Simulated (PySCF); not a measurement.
## Interval between two levels of Hg by level of theory

Hg [Xe] 4f14 5d10 6s2 → Hg [Xe] 4f14 5d10 6s1 6p1 [3P2, M_J = 2], as a difference of total energies. Calculation: PySCF 2.14, in x2c-TZVPall-2c (11s11p10d2f, 108 functions); the two-component X2C-1e Hamiltonian. Correlated levels: [Kr] 4d10 4f14 frozen; the 34 highest virtual spinors dropped. "Screened" scales the spin-orbit matrix elements by Boettger's factors to mimic the two-electron term; Breit and QED terms are absent.

| method | interval between two levels (cm⁻¹) |
| --- | --- |
| GHF (screened spin-orbit) | 32115 |
| GMP2 (screened spin-orbit) | 44472 |

The labels give the starting determinants; with spin-orbit coupling the two ends relaxed to ⟨J²⟩ = 0.00, ⟨L²⟩ = 0.19, ⟨S²⟩ = 0.19 and ⟨J²⟩ = 6.02, ⟨L²⟩ = 2.19, ⟨S²⟩ = 2.19.
